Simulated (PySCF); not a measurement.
Cl2Ge (SMILES [Cl][Ge][Cl]), singlet, at a GFN2-xTB geometry; CASSCF(6,5)/cc-pVDZ in PySCF.

PySCF was given this input:
```python
from pyscf import gto, scf, mcscf
import numpy

mol = gto.M(
    atom='''
Ge    0.037087   -0.042298    0.716593
Cl    1.004719    1.322226   -0.652550
Cl   -1.074530   -1.242607   -0.696332
''',
    basis='cc-pvdz',
    charge=0,
    spin=0,
    verbose=4,
)

mf = scf.RHF(mol)
mf.kernel()
mc = mcscf.CASSCF(mf, 5, 6)
mc.fix_spin_(ss=0.0)
mc.kernel()
occ = numpy.linalg.eigvalsh(mc.fcisolver.make_rdm1(mc.ci, mc.ncas, mc.nelecas))[::-1]
ss = mc.fcisolver.spin_square(mc.ci, mc.ncas, mc.nelecas)[0]
print('natural occupations', occ.round(4), ' <S^2>', round(ss, 4))
```

It wrote (shortened):

```
PySCF version 2.14.0

[INPUT] verbose = 4
[INPUT] num. atoms = 3
[INPUT] num. electrons = 66
[INPUT] charge = 0
[INPUT] spin (= nelec alpha-beta = 2S) = 0
[INPUT] symmetry False subgroup None
[INPUT] Mole.unit = angstrom
[INPUT] Symbol           X                Y                Z      unit          X                Y                Z       unit  Magmom
[...]
nuclear repulsion = 312.657624002459
number of shells = 16
number of NR pGTOs = 159
number of NR cGTOs = 63
basis = cc-pvdz
ecp = {}

******** <class 'pyscf.scf.hf.RHF'> ********
method = RHF
initial guess = minao
damping factor = 0
level_shift factor = 0
DIIS = <class 'pyscf.scf.diis.CDIIS'>
diis_start_cycle = 1
diis_space = 8
diis_damp = 0
SCF conv_tol = 1e-09
SCF conv_tol_grad = None
SCF max_cycles = 50
direct_scf = True
direct_scf_tol = 1e-13
Set gradient conv threshold to 3.16228e-05
Initial guess from minao.
init E= -2993.85435139231
[...]
cycle= 1 E= -2994.37307048282  delta_E= -0.519  |g|= 0.381  |ddm|= 1.49
[...]
cycle= 2 E= -2994.41785156112  delta_E= -0.0448  |g|= 0.195  |ddm|= 0.689
[...]
cycle= 3 E= -2994.42949774725  delta_E= -0.0116  |g|= 0.0224  |ddm|= 0.198
[...]
cycle= 4 E= -2994.43000704993  delta_E= -0.000509  |g|= 0.00617  |ddm|= 0.0673
[...]
cycle= 5 E= -2994.43005423516  delta_E= -4.72e-05  |g|= 0.00142  |ddm|= 0.0231
[...]
cycle= 6 E= -2994.43005675761  delta_E= -2.52e-06  |g|= 0.000401  |ddm|= 0.00482
[...]
cycle= 7 E= -2994.43005692494  delta_E= -1.67e-07  |g|= 8.87e-05  |ddm|= 0.00115
[...]
cycle= 8 E= -2994.43005693172  delta_E= -6.78e-09  |g|= 2.19e-05  |ddm|= 0.000176
[...]
cycle= 9 E= -2994.43005693221  delta_E= -4.88e-10  |g|= 5.32e-06  |ddm|= 5.07e-05
[...]
Extra cycle  E= -2994.43005693223  delta_E= -2.82e-11  |g|= 2.12e-06  |ddm|= 8.11e-06
converged SCF energy = -2994.43005693223

******** <class 'pyscf.mcscf.mc1step.CASSCF'> ********
CAS (3e+3e, 5o), ncore = 30, nvir = 28
max_cycle_macro = 50
max_cycle_micro = 4
conv_tol = 1e-07
conv_tol_grad = None
orbital rotation max_stepsize = 0.02
orbital rotation threshold for CI restart = 0.01
augmented hessian ah_max_cycle = 30
augmented hessian ah_conv_tol = 1e-12
augmented hessian ah_linear dependence = 1e-14
augmented hessian ah_level shift = 1e-08
augmented hessian ah_start_tol = 2.5
augmented hessian ah_start_cycle = 3
augmented hessian ah_grad_trust_region = 3
kf_trust_region = 3
kf_interval = 4
ci_response_space = 4
ci_grad_trust_region = 3
with_dep4 0
natorb = False
canonicalization = True
sorting_mo_energy = False
ao2mo_level = 2
internal_rotation = False
******** <class 'pyscf.fci.addons.SpinPenaltyFCISolver'> ********
max. cycles = 50
conv_tol = 1e-08
davidson only = True
linear dependence = 1e-12
level shift = 0.001
max iter space = 12
nroots = 1
pspace_size = 400
spin = None
CASCI E = -2994.43671522975  S^2 = 0.0000000
Set conv_tol_grad to 0.000316228
macro iter   1 ( 21 JK    4 micro), CASSCF E = -2994.44897917501  dE = -1.22639453e-02  S^2 = 0.0000000
               |grad[o]|=0.0143  |grad[c]|=0.0226  |ddm|=0.0387  |maxRot[o]|= 0.29
macro iter   2 ( 21 JK    4 micro), CASSCF E = -2994.45372003733  dE = -4.74086231e-03  S^2 = 0.0000000
               |grad[o]|=0.0165  |grad[c]|=0.0154  |ddm|=0.0106  |maxRot[o]|=0.227
macro iter   3 ( 12 JK    3 micro), CASSCF E = -2994.45459388825  dE = -8.73850919e-04  S^2 = 0.0000000
               |grad[o]|=0.00918  |grad[c]|=0.00663  |ddm|=0.00296  |maxRot[o]|=0.131
macro iter   4 ( 12 JK    3 micro), CASSCF E = -2994.45469428510  dE = -1.00396853e-04  S^2 = 0.0000000
               |grad[o]|=0.00424  |grad[c]|=0.00979  |ddm|=0.00241  |maxRot[o]|=0.093
macro iter   5 ( 12 JK    3 micro), CASSCF E = -2994.45476859088  dE = -7.43057790e-05  S^2 = 0.0000000
               |grad[o]|=0.00369  |grad[c]|=0.0175  |ddm|=0.0008  |maxRot[o]|=0.0873
macro iter   6 ( 17 JK    4 micro), CASSCF E = -2994.45485123678  dE = -8.26459013e-05  S^2 = 0.0000000
               |grad[o]|=0.00348  |grad[c]|=0.0221  |ddm|=0.0162  |maxRot[o]|= 0.11
[...]
macro iter  32 ( 21 JK    4 micro), CASSCF E = -2994.45526879924  dE = -5.30404259e-05  S^2 = 0.0000000
               |grad[o]|=0.00115  |grad[c]|=0.00186  |ddm|=0.00023  |maxRot[o]|=0.0555
macro iter  33 ( 21 JK    4 micro), CASSCF E = -2994.45525651852  dE =  1.22807196e-05  S^2 = 0.0000000
               |grad[o]|=0.00108  |grad[c]|=0.00081  |ddm|=0.000737  |maxRot[o]|=0.0894
macro iter  34 ( 21 JK    4 micro), CASSCF E = -2994.45529386444  dE = -3.73459252e-05  S^2 = 0.0000000
               |grad[o]|=0.00101  |grad[c]|=0.000707  |ddm|=0.000286  |maxRot[o]|=0.0379
macro iter  35 ( 21 JK    4 micro), CASSCF E = -2994.45535243216  dE = -5.85677180e-05  S^2 = 0.0000000
               |grad[o]|=0.000959  |grad[c]|=0.0019  |ddm|=0.000772  |maxRot[o]|=0.0652
macro iter  36 ( 21 JK    4 micro), CASSCF E = -2994.45534996669  dE =  2.46547279e-06  S^2 = 0.0000000
               |grad[o]|=0.000952  |grad[c]|=0.00253  |ddm|=0.000742  |maxRot[o]|=0.0454
macro iter  37 ( 21 JK    4 micro), CASSCF E = -2994.45539267007  dE = -4.27033783e-05  S^2 = 0.0000000
               |grad[o]|=0.000983  |grad[c]|=0.000674  |ddm|=0.000479  |maxRot[o]|=0.0372
macro iter  38 ( 21 JK    4 micro), CASSCF E = -2994.45544623212  dE = -5.35620557e-05  S^2 = 0.0000000
               |grad[o]|=0.001  |grad[c]|=0.00192  |ddm|=0.000837  |maxRot[o]|=0.065
macro iter  39 (  7 JK    2 micro), CASSCF E = -2994.45551688640  dE = -7.06542796e-05  S^2 = 0.0000000
               |grad[o]|=0.00107  |grad[c]|=0.000564  |ddm|=0.00174  |maxRot[o]|=0.0468
macro iter  40 (  7 JK    2 micro), CASSCF E = -2994.45561403541  dE = -9.71490035e-05  S^2 = 0.0000000
               |grad[o]|=0.00121  |grad[c]|=0.000647  |ddm|=0.00312  |maxRot[o]|=0.0572
macro iter  41 (  7 JK    2 micro), CASSCF E = -2994.45573824766  dE = -1.24212253e-04  S^2 = 0.0000000
               |grad[o]|=0.00143  |grad[c]|=0.000988  |ddm|=0.00538  |maxRot[o]|=0.0633
macro iter  42 (  7 JK    2 micro), CASSCF E = -2994.45585618984  dE = -1.17942179e-04  S^2 = 0.0000000
               |grad[o]|=0.00168  |grad[c]|=0.00249  |ddm|=0.00557  |maxRot[o]|=0.0665
macro iter  43 (  7 JK    2 micro), CASSCF E = -2994.45596739862  dE = -1.11208782e-04  S^2 = 0.0000000
               |grad[o]|=0.00188  |grad[c]|=0.00379  |ddm|=0.0052  |maxRot[o]|=0.0682
macro iter  44 (  7 JK    2 micro), CASSCF E = -2994.45608048960  dE = -1.13090979e-04  S^2 = 0.0000000
               |grad[o]|=0.00205  |grad[c]|=0.00487  |ddm|=0.00513  |maxRot[o]|=0.0691
macro iter  45 (  7 JK    2 micro), CASSCF E = -2994.45620073221  dE = -1.20242607e-04  S^2 = 0.0000000
               |grad[o]|=0.00224  |grad[c]|=0.00563  |ddm|=0.00522  |maxRot[o]|=0.0695
macro iter  46 (  7 JK    2 micro), CASSCF E = -2994.45633199705  dE = -1.31264842e-04  S^2 = 0.0000000
               |grad[o]|=0.00248  |grad[c]|=0.006  |ddm|=0.00543  |maxRot[o]|=0.0697
macro iter  47 (  7 JK    2 micro), CASSCF E = -2994.45647763077  dE = -1.45633727e-04  S^2 = 0.0000000
               |grad[o]|=0.0028  |grad[c]|=0.00595  |ddm|=0.00576  |maxRot[o]|=0.0698
macro iter  48 (  7 JK    2 micro), CASSCF E = -2994.45664091677  dE = -1.63285995e-04  S^2 = 0.0000000
               |grad[o]|=0.00323  |grad[c]|=0.00546  |ddm|=0.0063  |maxRot[o]|=0.0699
macro iter  49 (  7 JK    2 micro), CASSCF E = -2994.45682541953  dE = -1.84502762e-04  S^2 = 0.0000000
               |grad[o]|=0.00378  |grad[c]|=0.00458  |ddm|=0.00698  |maxRot[o]|=0.0699
macro iter  50 (  7 JK    2 micro), CASSCF E = -2994.45703535672  dE = -2.09937190e-04  S^2 = 0.0000000
               |grad[o]|=0.00445  |grad[c]|=0.0034  |ddm|=0.00788  |maxRot[o]|=0.0699
1-step CASSCF not converged,  50 macro (786 JK 165 micro) steps
CASSCF canonicalization
Density matrix diagonal elements [1.99864471 1.99596069 1.93054587 0.05301098 0.02183775]
CASSCF energy = -2994.45703535672
CASCI E = -2994.45703535672  E(CI) = -8.55930515897489  S^2 = 0.0000000
natural occupations [1.9987 1.9962 1.9304 0.053  0.0217]  <S^2> 0.0
```

Convergence was not reached.
